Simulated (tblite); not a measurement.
Species: C5H11PS.
Numbering: `[CH3:1][P:2]([CH3:3])(=[S:4])[CH:5]1[CH2:6][CH2:7]1` (hydrogens: H8, H9, H10 on C1; H11, H12, H13 on C3; H14 on C5; H15, H16 on C6; H17, H18 on C7)

The geometry is computed with GFN2-xTB (gas phase).

**Question.** Give the optimised bond lengths and angles.

**Answer.** 
| bond | length (Å) |
| --- | --- |
| C1–P2, P2–C3 | 1.838 |
| P2=S4 | 1.938 |
| P2–C5 | 1.827 |
| C5–C6, C5–C7 | 1.500 |
| C6–C7 | 1.492 |
| C1–H8 and 5 like bonds | 1.089 |
| C5–H14 | 1.087 |
| C6–H15, C7–H17 | 1.080 |
| C6–H16, C7–H18 | 1.080 |

Bonds in one row agree within 0.01 Å and their mean is given. A selection of angles:
| angle | degrees |
| --- | --- |
| P2–C1–H8 | 112.5 |
| P2–C1–H9 | 106.5 |
| P2–C1–H10 | 109.3 |
| H8–C1–H9 | 109.7 |
| H9–C1–H10 | 108.2 |
| C1–P2–C3 | 103.3 |
| C1–P2–S4 | 114.0 |
| C1–P2–C5 | 107.3 |
| C3–P2–C5 | 103.2 |
| S4–P2–C5 | 113.6 |
| P2–C3–H11 | 108.2 |
| P2–C3–H12 | 111.5 |
| P2–C5–C6 | 120.1 |
| P2–C5–C7 | 123.5 |
| P2–C5–H14 | 110.3 |
| C6–C5–C7 | 59.7 |
| C6–C5–H14 | 117.0 |
| C5–C6–C7 | 60.1 |
| C5–C6–H15 | 118.3 |
| C5–C6–H16 | 118.1 |
| C7–C6–H15 | 118.4 |
| C7–C6–H16 | 118.9 |
| H15–C6–H16 | 113.3 |
| C5–C7–H17 | 118.9 |

Torsions: C1–P2–C5–C6 46° (synclinal); P2–C5–C6–C7 -114° (anticlinal); P2–C5–C7–C6 108° (anticlinal). The mirror-image conformer, all signs reversed, is as good.

Of the pairs four or more bonds apart, H8···H17 is among the closest relative to their van der Waals radii: 2.35 Å, 98 % of the sum of Bondi's values. The 3-membered ring C5–C6–C7 has internal angles of 59.7° to 60.2°. P2 (phosphorus bonded to 3 C and S) is distorted tetrahedral (angles from 103.2° to 114.4°).

Point group: C1 (no symmetry element, even within 0.4 Å). GFN2-xTB frequencies show an imaginary mode (30i cm⁻¹), so the point is no minimum at that level.
